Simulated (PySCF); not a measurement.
CH4ClFOSi, SMILES OC[Si@@H](F)Cl.

Geometry optimised at PBE-D3(BJ)/def2-SVP. The structure was generated by enumeration; whether it is a known compound was not checked. Other conformers were not sampled.

Two levels are set side by side: PBE/def2-TZVP (PySCF) and CAM-B3LYP/def2-TZVP (PySCF). Same geometry, gas phase. Differences are taken from unrounded values.

| quantity | PBE |
|---|---|
| orbital gap (eV) | 5.41 |
| highest occupied level (eV) | -6.47 |
| lowest empty level (eV) | -1.06 |
| dipole moment (D) | 2.14 |
| mean polarisability (bohr³) | 54.4 |

**Question.** These are the PBE values. What does CAM-B3LYP give? (Estimate from the structure and the level; the computed values follow.)

**Answer.** 
```csv
quantity,CAM-B3LYP,PBE minus CAM-B3LYP
orbital gap (eV),10.27,-4.86
highest occupied level (eV),-9.45,2.99
lowest empty level (eV),0.82,-1.87
dipole moment (D),2.22,-0.08
mean polarisability (bohr³),51.4,2.9
```

PBE's occupied levels lie high since its potential decays too fast outside the molecule; exact exchange lowers them and widens the gap. Loosely held outer electrons make PBE densities more polarisable. Differences between two approximate levels are no errors against the true value.

Rough cost on one machine, each run with all the roots and properties that it gave: CAM-B3LYP against PBE within a factor of 2.
